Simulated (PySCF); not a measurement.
IrO₃, SMILES [O]=[Ir](=[O])=[O] (connectivity only; charge and spin as stated), neutral, multiplicity 4. Atoms are numbered in the order given.

```xyz
4

Ir     0.0000     0.0000     0.0000
O     -1.7549     0.0000     0.0000
O      0.8775     1.5198     0.0000
O      0.8775    -1.5198     0.0000
```
Charge 0, spin multiplicity 4.

Geometry: PBE-D3(BJ)/def2-TZVP. The geometry has at least one imaginary mode, so it is a saddle point at that level. The multiplicity is an assumed one; other spin states were not compared. The def2 effective core potentials stand for the cores of Ir; spin–orbit coupling is left out.

Level of theory: PBE/def2-TZVPD run with PySCF.

Mulliken values depend strongly on the basis, most of all with diffuse functions as here. ESP charges are fitted to the potential on shells at 1.4 to 2.0 van der Waals radii. Atomic charges (e):

| atom | Mulliken | ESP fit | Mulliken spin |
|---|---|---|---|
| Ir1 | 1.19 | ? | 1.77 |
| O2 | -0.40 | ? | 0.41 |
| O3 | -0.40 | ? | 0.41 |
| O4 | -0.40 | ? | 0.41 |

Fill in the missing entries. (The exact figures need the calculation; the answer reports its results.)


- Ir1, ESP fit: 0.99
- O2, ESP fit: -0.33
- O3, ESP fit: -0.33
- O4, ESP fit: -0.33
